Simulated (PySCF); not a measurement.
Constants of TlC, step by step

State: ⁴Σ⁻, quartet, unpaired electrons σ ↑, π ↑↑. De refers to Tl + C. ROHF-based CCSD(T) in PySCF 2.14 with Tl cc-pwCVDZ-PP with ECP60, C aug-cc-pVDZ and Tl cc-pwCVTZ-PP with ECP60, C aug-cc-pVTZ (frozen core orbitals: 5; scalar-relativistic core potentials). Correlation energies are extrapolated as n⁻³ (n = 2, 3), Hartree–Fock as (n+1)·exp(−9√n). CV is the change on freezing 4 orbitals instead, in Tl cc-pwCVTZ-PP with ECP60, C cc-pwCVTZ.

```tsv
Level	Re (Å)	ωe (cm⁻¹)	ωexe (cm⁻¹)	αe (cm⁻¹)	De (eV)
CCSD(T)/DZ	2.3102	411.1	2.01	0.00220	2.450
CCSD(T)/TZ	2.2787	431.2	2.15	0.00220	2.571
HF/CBS	2.3207	426.8	2.26	0.00217	1.889
MP2/CBS	2.2718	439.7	2.10	0.00208	2.615
CCSD/CBS	2.2745	437.6	2.18	0.00217	2.478
CCSD(T)/CBS	2.2707	436.8	2.16	0.00218	2.612
CCSD(T)/CBS+CV	2.2689	437.5	2.16	0.00218	2.622
```

Task: How much is left between CCSD(T)/TZ and the basis-set limit, and how much do the triples give at the limit?

Result: CCSD(T)/CBS less CCSD(T)/TZ: -8.0 mÅ in Re, +5.6 cm⁻¹ in ωe and +0.041 eV in De. CCSD(T)/CBS less CCSD/CBS: -3.8 mÅ in Re, -0.8 cm⁻¹ in ωe and +0.134 eV in De.

Task: What do the later terms add?

Result: CV: -1.8 mÅ in Re, +0.7 cm⁻¹ in ωe and +0.010 eV in De, each against the row above.

The T1 diagnostic is 0.029. The state was picked by a PBE0 search and need not be the measured ground state. Spin–orbit coupling, excitations beyond (T) and corrections to the Born–Oppenheimer picture are left out, and spin–orbit coupling matters for open p, d or f shells this heavy.

The whole job (state search and all basis sets along the bond) took about 50 min on 4 threads of Arm Neoverse V1 (shared host), peak memory 12 GiB.
